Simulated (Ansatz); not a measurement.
The molecule InW, multiplicity 6 (lowest of 2S+1 = 2, 4, 6, 8 at PBE0/def2-TZVPP; our sources give no spin for the ground state, which may be another). No spin–orbit coupling.

Seven points along R, fitted to fifth degree in 1/R; most abundant isotopes. In def2 and cc sets the state is the lowest found near the PBE0 minimum, followed along R.

Correlated levels freeze the inner cores; with def2 sets outer-core shells near the valence are correlated too.

Programs: Ansatz (a first-principles code) with Gaussian orbitals.  In def2 rows elements past Kr take small-core potentials, without spin–orbit coupling.

Question: What bond length and harmonic frequency does B97M-V/def2-TZVPP give?

Answer: r_e = 2.896 Å, ω_e = 128 cm⁻¹.

Question: What bond length and harmonic frequency does B3LYP/def2-TZVPP give?

Answer: r_e = 2.849 Å, ω_e = 139 cm⁻¹.

Question: What bond length and harmonic frequency does B2PLYP/def2-TZVPP give?

Answer: r_e = 2.796 Å, ω_e = 156 cm⁻¹.
